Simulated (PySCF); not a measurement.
Species: C₅H₅FO₃.
Structure used (GFN2-xTB), in Å, numbered top down from 1:
```xyz
14
C5H5FO3 angstrom
O      1.920    0.975    0.661
C      1.520    0.184   -0.442
C      0.105   -0.289   -0.302
C     -0.472   -1.463   -0.681
O     -1.784   -1.470   -0.381
C     -2.048   -0.291    0.208
F     -3.303   -0.088    0.595
C     -0.936    0.494    0.293
O     -0.822    1.727    0.828
H      1.969    0.418    1.446
H      1.611    0.842   -1.314
H      2.192   -0.671   -0.586
H     -0.074   -2.331   -1.165
H      0.121    1.963    0.818
```

The geometry is computed with GFN2-xTB (gas phase).

Masses are those of the commonest isotopes; rigid-rotor values at the optimised geometry. The values belong to one conformer with, in the numbering `[OH:1][CH2:2][c:3]1[cH:4][o:5][c:6]([F:7])[c:8]1[OH:9]`, H–O1–C2–C3 68°, O1–C2–C3–C4 -145°, C6–C8–O9–H 174°.

Task: Give the principal moments of inertia and the rotational constants in MHz.

Result: Ia = 161.29, Ib = 397.33, Ic = 542.39 u·Å²; 505379 MHz·u·Å²/I gives A = 3133, B = 1272, C = 931.8 MHz.

Task: What kind of rotor is it?

Result: An asymmetric top: κ = (2 × 1272 − 3133 − 931.8)/(3133 − 931.8) = -0.69.

Task: What does the inertial defect say?

Result: Not planar: Δ = Ic − Ia − Ib = -16.23 u·Å². For a rigid frame Δ = −2 Σ m c², so Σ m c² = 8.12 u·Å² lies off the ab plane: 3.62 from hydrogen and 4.50 from heavier atoms. The atom farthest from that plane is 1.34 Å away.

Task: Give the other two planar moments, Paa and Pbb, and the rms extents of the mass along the axes.

Result: Paa = Σ m a² = (Ib + Ic − Ia)/2 = 389.21 and Pbb = Σ m b² = (Ia + Ic − Ib)/2 = 153.17 u·Å². With the mass M = 132.02 u, the rms extents √(P/M) along a, b and c are 1.72, 1.08, 0.25 Å.

Task: List the rotational levels J(Ka,Kc) to J = 5 (cm⁻¹).

Result: Above 0(0,0):
J = 1: 1(0,1) 0.0735, 1(1,1) 0.1356, 1(1,0) 0.1469
J = 2: 2(0,2) 0.2191, 2(1,2) 0.2713, 2(1,1) 0.3053, 2(2,1) 0.4916, 2(2,0) 0.4930
J = 3: 3(0,3) 0.4341, 3(1,3) 0.4739, 3(1,2) 0.5419, 3(2,2) 0.7121, 3(2,1) 0.7191, 3(3,1) 1.0518, 3(3,0) 1.0519
J = 4: 4(0,4) 0.7151, 4(1,4) 0.7427, 4(1,3) 0.8554, 4(2,3) 1.0050, 4(2,2) 1.0250, 4(3,2) 1.3483, 4(3,1) 1.3491, 4(4,1) 1.8204, 4(4,0) 1.8204
J = 5: 5(0,5) 1.0592, 5(1,5) 1.0768, 5(1,4) 1.2439, 5(2,4) 1.3694, 5(2,3) 1.4128, 5(3,3) 1.7197, 5(3,2) 1.7227, 5(4,2) 2.1911, 5(4,1) 2.1912, 5(5,1) 2.7981, 5(5,0) 2.7981
Those of J = 1 are B + C, A + C and A + B.

Task: Estimate the classical rotational partition function at 10 K, 25 K and 100 K.

Result: Point group C1, symmetry number σ = 1; q = (√π/σ)·√((kT/h)³/(ABC)), k/h = 20836.6 MHz/K: 2770 at 10 K, 10900 at 25 K, 87500 at 100 K.

Stationary, but not proved a minimum. These are rigid-rotor constants of the computed structure; measured ground-state constants (B0) also hold zero-point vibration.
